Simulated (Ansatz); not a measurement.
Reaction (ligand exchange at the Si–F bond): `C[SiH](F)Cl` + HCl → `C[SiH](Cl)Cl` + H–F

Calculated with Ansatz (gas phase, PBE0-D4/def2-TZVP geometries, no zero-point term in ΔE). CBS: MP2 limit from def2 TZ/QZ plus the TZ coupled-cluster correction, frozen cores. This one scheme is used for every species. DFT in def2-TZVPP. B3LYP here is the variant with VWN-RPA as its local correlation; programs differ in this.

```
          level  ΔE (kJ/mol)
       B3LYP-D4         45.7
     r2SCAN0-D4         43.0
   CAM-B3LYP-D4         51.9
           PBE0         39.5
          BHLYP         53.9
   MP2/def2-SVP         42.4
  HF/def2-TZVPP         57.8
CCSD/def2-TZVPP         48.3
```

(1) What does CCSD(T)/CBS give? (Best estimate.)

(2) What do rigid-rotor, harmonic-oscillator terms from PBE0-D4/def2-TZVP frequencies (298.15 K, 1 bar) make of the CCSD(T)/CBS value? (Estimate.)

Largest T1 diagnostic among the species: 0.010.

Answers

(1) The calculation gave: +41.1 kJ/mol. The listed levels differ from it by 4.6, 1.9, 10.8, -1.6, 12.8, 1.3, 16.7, 7.2 kJ/mol.

(2) The calculation gave: ΔZPE = +3.9 kJ/mol, ΔH = +45.8 kJ/mol, ΔS = -2 J/(mol·K), ΔG = +46.3 kJ/mol.

Leaving LDA and LC-ωPBE aside and taking each functional with its dispersion term where it has one, the values, not all of them listed here, spread over 19.1 kJ/mol, from revPBE-D4 to CAM-B3LYP-D4. At CCSD(T), def2-SVP lies +4.4 kJ/mol from the extrapolated value and def2-TZVPP +4.6 kJ/mol. In def2-TZVPP, CCSD(T) changes the Hartree–Fock value by −12.1 kJ/mol (the triples alone add −2.6 kJ/mol) and MP2 by −18.7 kJ/mol.
